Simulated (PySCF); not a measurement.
**Dipole response of F (fluorine, neutral)**

[He] 2s2 2p5, 2P determinant. Calculation: PySCF 2.14, in def2-QZVPPD (8s5p4d2f1g, 66 functions); the non-relativistic Hamiltonian (point nucleus). Coupled (time-dependent) response in atomic units; α is the mean over directions.

| method | mean α (bohr³) | α xx, yy, zz | C₆ (like pair) | S(−4) |
| --- | --- | --- | --- | --- |
| UHF | 3.282 | 3.082, 3.382, 3.382 | 8.475 | 4.298 |
| PBE | 4.155 | 3.729, 4.368, 4.368 | 11.28 | 8.313 |
| PBE0 | 3.831 | 3.494, 3.999, 3.999 | 10.22 | 6.620 |
| TPSSh | 3.917 | 3.545, 4.103, 4.103 | 10.55 | 7.020 |
| wB97M-V | 3.945 | 3.598, 4.119, 4.119 | 10.56 | 7.271 |

S(−4) is the Cauchy moment in α(ω) = α(0) + S(−4) ω² + …

Reference α: 3.74 ± 0.08 bohr³ (recommended; Schwerdtfeger and Nagle, table of static dipole polarizabilities (2023 update)). Published C₆: 9.520 (Chu and Dalgarno (2004); Tang, Norbeck and Certain (1976)).

α(iu) at UHF:

| u (hartree) | α(iu) (bohr³) |
| --- | --- |
| 0 | 3.282 |
| 0.0500 | 3.271 |
| 0.100 | 3.240 |
| 0.200 | 3.123 |
| 0.300 | 2.953 |
| 0.500 | 2.547 |
| 0.750 | 2.063 |
| 1.00 | 1.672 |
| 1.50 | 1.140 |
| 2.00 | 0.8204 |
| 3.00 | 0.4773 |
| 5.00 | 0.2160 |

The components differ because the open shell of this determinant is not spherical; for a pure term their mean is the scalar polarisability.
